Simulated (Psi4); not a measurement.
CH5Cl2NOSi (SMILES CN[Si](O)(Cl)Cl), singlet, at a GFN2-xTB geometry, atoms displaced at random by about 0.03 Å a coordinate; TPSS/STO-3G, gradient in Psi4.

The Psi4 input:
```
memory 2 GB

molecule mol {
0 1
C    -2.210233    1.480486   -0.370036
N    -0.742742    1.384806   -0.150774
Si    0.143320   -0.083828   -0.209819
O     0.243612   -0.649013   -1.701827
Cl    2.037713    0.394196    0.444821
Cl   -0.754720   -1.408427    0.929055
H    -2.414994    1.586402   -1.410304
H    -2.633208    0.496588   -0.102191
H    -2.623514    2.311015    0.200440
H    -0.325123    2.266060   -0.345317
H     0.681760   -1.494073   -1.939294
symmetry c1
no_reorient
no_com
}

set {
  basis sto-3g
  reference rks
}

gradient('tpss')
print_variables()
```

Task: Predict the main parts of the log of this Psi4 run.

Result: 
```
gradient() will perform analytic gradient computation.

   => Loading Basis Set <=

    Name: STO-3G
    Role: ORBITAL
    Keyword: BASIS

         ---------------------------------------------------------
                                   SCF
               by Justin Turney, Rob Parrish, Andy Simmonett
                          and Daniel G. A. Smith
                              RKS Reference
         ---------------------------------------------------------

  ==> Geometry <==

    Molecular point group: c1
    Full point group: C1

    Geometry (in Angstrom), charge = 0, multiplicity = 1:

       Center              X                  Y                   Z               Mass
    ------------   -----------------  -----------------  -----------------  -----------------
         C           -2.210233000000     1.480486000000    -0.370036000000    12.000000000000
         N           -0.742742000000     1.384806000000    -0.150774000000    14.003074004430
         SI           0.143320000000    -0.083828000000    -0.209819000000    27.976926534650
         O            0.243612000000    -0.649013000000    -1.701827000000    15.994914619570
         CL           2.037713000000     0.394196000000     0.444821000000    34.968852682000
         CL          -0.754720000000    -1.408427000000     0.929055000000    34.968852682000
         H           -2.414994000000     1.586402000000    -1.410304000000     1.007825032230
         H           -2.633208000000     0.496588000000    -0.102191000000     1.007825032230
         H           -2.623514000000     2.311015000000     0.200440000000     1.007825032230
         H           -0.325123000000     2.266060000000    -0.345317000000     1.007825032230
         H            0.681760000000    -1.494073000000    -1.939294000000     1.007825032230

  Running in c1 symmetry.

  Rotational constants: A =      0.06979  B =      0.05053  C =      0.04036 [cm^-1]
  Rotational constants: A =   2092.21807  B =   1514.76267  C =   1209.95984 [MHz]
  Nuclear repulsion =  473.915248478341709

  Charge       = 0
  Multiplicity = 1
  Electrons    = 74
  Nalpha       = 37
  Nbeta        = 37

  ==> Algorithm <==

  SCF Algorithm Type is DF.
  DIIS enabled.
  MOM disabled.
  Fractional occupation disabled.
  Guess Type is SAD.
  Energy threshold   = 1.00e-08
  Density threshold  = 1.00e-08
  Integral threshold = 1.00e-12

  ==> Primary Basis <==

  Basis Set: STO-3G
    Blend: STO-3G
    Number of shells: 29
    Number of basis functions: 47
    Number of Cartesian functions: 47
    Spherical Harmonics?: true
    Max angular momentum: 1

  ==> DFT Potential <==

   => LibXC <=

    Version 7.1.2
    S. Lehtola, C. Steigemann, M. J. T. Oliveira, and M. A. L. Marques,  SoftwareX 7, 1–5 (2018) (10.1016/j.softx.2017.11.002)

   => Composite Functional: TPSS <=

    TPSS Meta-GGA XC Functional

    J. Tao, et al., Phys. Rev. Lett., 91, 146401, 2003

    Deriv               =              1
    GGA                 =           TRUE
    Meta                =           TRUE

    Exchange Hybrid     =          FALSE
    MP2 Hybrid          =          FALSE

   => Exchange Functionals <=

    1.0000   XC_MGGA_X_TPSS

   => Correlation Functionals <=

    1.0000   XC_MGGA_C_TPSS

   => LibXC Density Thresholds  <==

    XC_MGGA_C_TPSS:  1.00E-15
    XC_MGGA_X_TPSS:  1.00E-15

   => Molecular Quadrature <=

    Radial Scheme          =       TREUTLER
    Pruning Scheme         =           NONE
    Nuclear Scheme         =       TREUTLER

    Blocking Scheme        =         OCTREE
    BS radius alpha        =              1
    Pruning alpha          =              1
    Radial Points          =             75
    Spherical Points       =            302
    Total Points           =         229775
    Total Blocks           =           1757
    Max Points             =            256
    Max Functions          =             42
    Weights Tolerance      =       1.00E-15

   => Loading Basis Set <=

    Name: (STO-3G AUX)
    Role: JKFIT
    Keyword: DF_BASIS_SCF

  ==> Integral Setup <==

  SCF_SUBTYPE=INCORE selected. In-core MEM_DF algorithm will be used.
  Using in-core AOs.

  ==> MemDFJK: Density-Fitted J/K Matrices <==

    J tasked:                   Yes
    K tasked:                    No
    wK tasked:                   No
    Algorithm:                 Core
    Schwarz Cutoff:           1E-12
    Mask sparsity (%):       6.6999
    Fitting Condition:        1E-10

   => Auxiliary Basis Set <=

  Basis Set: (STO-3G AUX)
    Blend: DEF2-UNIVERSAL-JKFIT
    Number of shells: 219
    Number of basis functions: 703
    Number of Cartesian functions: 840
    Spherical Harmonics?: true
    Max angular momentum: 4

  Minimum eigenvalue in the overlap matrix is 2.2219006772E-01.
  Reciprocal condition number of the overlap matrix is 9.4246232803E-02.
    Using symmetric orthogonalization.

  ==> Pre-Iterations <==

  SCF Guess: Superposition of Atomic Densities via on-the-fly atomic UHF (no occupation information).

   -------------------------
    Irrep   Nso     Nmo
   -------------------------
     A         47      47
   -------------------------
    Total      47      47
   -------------------------

  ==> Iterations <==

                           Total Energy        Delta E     RMS |[F,P]|

   @DF-RKS iter SAD: -1363.83155937620791   -1.36383e+03   0.00000e+00
   @DF-RKS iter   1: -1365.40765056414011   -1.57609e+00   9.36050e-03 DIIS/ADIIS
   @DF-RKS iter   2: -1365.34824563358211    5.94049e-02   1.19256e-02 DIIS/ADIIS
   @DF-RKS iter   3: -1365.55076774047757   -2.02522e-01   2.04784e-03 DIIS/ADIIS
   @DF-RKS iter   4: -1365.55804537272297   -7.27763e-03   5.49691e-04 DIIS/ADIIS
   @DF-RKS iter   5: -1365.55849665201913   -4.51279e-04   1.67914e-04 DIIS/ADIIS
   @DF-RKS iter   6: -1365.55853662295476   -3.99709e-05   3.31940e-05 DIIS
   @DF-RKS iter   7: -1365.55853854879092   -1.92584e-06   3.96574e-06 DIIS
[...]
  @DF-RKS Final Energy: -1365.55853857450461
[...]
    VV10 Nonlocal Energy =                  0.0000000000000000
    Total Energy =                      -1365.5585385745046096

Computation Completed

Properties will be evaluated at   0.000000,   0.000000,   0.000000 [a0]

Properties computed using the SCF density matrix

 Multipole Moments:

 ------------------------------------------------------------------------------------
     Multipole            Electronic (a.u.)      Nuclear  (a.u.)        Total (a.u.)
 ------------------------------------------------------------------------------------

 L = 1.  Multiply by 2.5417464519 to convert [e a0] to [Debye]
 Dipole X            :         -0.4245469           -0.0177899           -0.4423368
 Dipole Y            :         -0.1337421            0.2549751            0.1212330
 Dipole Z            :         -0.8978447           -0.1294273           -1.0272720
 Magnitude           :                                                    1.1250098

 ------------------------------------------------------------------------------------

         ------------------------------------------------------------
                                   SCF GRAD
                          Rob Parrish, Justin Turney,
                       Andy Simmonett, and Alex Sokolov
         ------------------------------------------------------------

  ==> Geometry <==

    Molecular point group: c1
    Full point group: C1

    Geometry (in Angstrom), charge = 0, multiplicity = 1:

       Center              X                  Y                   Z               Mass
    ------------   -----------------  -----------------  -----------------  -----------------
         C           -2.210233000000     1.480486000000    -0.370036000000    12.000000000000
         N           -0.742742000000     1.384806000000    -0.150774000000    14.003074004430
         SI           0.143320000000    -0.083828000000    -0.209819000000    27.976926534650
         O            0.243612000000    -0.649013000000    -1.701827000000    15.994914619570
         CL           2.037713000000     0.394196000000     0.444821000000    34.968852682000
         CL          -0.754720000000    -1.408427000000     0.929055000000    34.968852682000
         H           -2.414994000000     1.586402000000    -1.410304000000     1.007825032230
         H           -2.633208000000     0.496588000000    -0.102191000000     1.007825032230
         H           -2.623514000000     2.311015000000     0.200440000000     1.007825032230
         H           -0.325123000000     2.266060000000    -0.345317000000     1.007825032230
         H            0.681760000000    -1.494073000000    -1.939294000000     1.007825032230

  Nuclear repulsion =  473.915248478341709

  ==> Basis Set <==

  Basis Set: STO-3G
    Blend: STO-3G
    Number of shells: 29
    Number of basis functions: 47
    Number of Cartesian functions: 47
    Spherical Harmonics?: true
    Max angular momentum: 1

  ==> DFJKGrad: Density-Fitted SCF Gradients <==

    Gradient:                    1
    J tasked:                  Yes
    K tasked:                   No
    wK tasked:                  No
    Integrals threads:           1
    Schwarz Cutoff:          1E-12
    Fitting Condition:       1E-10

   => Auxiliary Basis Set <=

  Basis Set: (STO-3G AUX)
    Blend: DEF2-UNIVERSAL-JKFIT
    Number of shells: 219
    Number of basis functions: 703
    Number of Cartesian functions: 840
    Spherical Harmonics?: true
    Max angular momentum: 4

  ==> DFT Potential <==

   => LibXC <=

    Version 7.1.2
    S. Lehtola, C. Steigemann, M. J. T. Oliveira, and M. A. L. Marques,  SoftwareX 7, 1–5 (2018) (10.1016/j.softx.2017.11.002)

   => Composite Functional: TPSS <=

    TPSS Meta-GGA XC Functional

    J. Tao, et al., Phys. Rev. Lett., 91, 146401, 2003

    Deriv               =              1
    GGA                 =           TRUE
    Meta                =           TRUE

    Exchange Hybrid     =          FALSE
    MP2 Hybrid          =          FALSE

   => Exchange Functionals <=

    1.0000   XC_MGGA_X_TPSS

   => Correlation Functionals <=

    1.0000   XC_MGGA_C_TPSS

   => LibXC Density Thresholds  <==

    XC_MGGA_C_TPSS:  1.00E-15
    XC_MGGA_X_TPSS:  1.00E-15

   => Molecular Quadrature <=

    Radial Scheme          =       TREUTLER
    Pruning Scheme         =           NONE
    Nuclear Scheme         =       TREUTLER

    Blocking Scheme        =         OCTREE
    BS radius alpha        =              1
    Pruning alpha          =              1
    Radial Points          =             75
    Spherical Points       =            302
    Total Points           =         229775
    Total Blocks           =           1757
    Max Points             =            256
    Max Functions          =             42
    Weights Tolerance      =       1.00E-15

  -Total Gradient:
     Atom            X                  Y                   Z
    ------   -----------------  -----------------  -----------------
       1       -0.021175614533     0.031739215944    -0.015883287521
       2        0.019858949510     0.039224843266    -0.011165317513
       3       -0.013456118893    -0.060359402471     0.018299507010
       4        0.021906708806    -0.026473226061     0.049956860822
       5       -0.028233851101    -0.006795491080    -0.012769667114
       6        0.037832471205     0.056518653011    -0.051909197808
       7        0.013354151586    -0.013333133564     0.039279200847
       8        0.009432775191    -0.002966399036    -0.010855794250
       9        0.010870926771    -0.007686317350    -0.008794539962
      10       -0.031836676195    -0.041724943788     0.008940345324
      11       -0.018310642289     0.031922540659    -0.004960742666

  Variable Map:
  ----------------------------------------------------------------------------
[...]
  Array Variable Map:
  ----------------------------------------------------------------------------
[...]
[...]
```
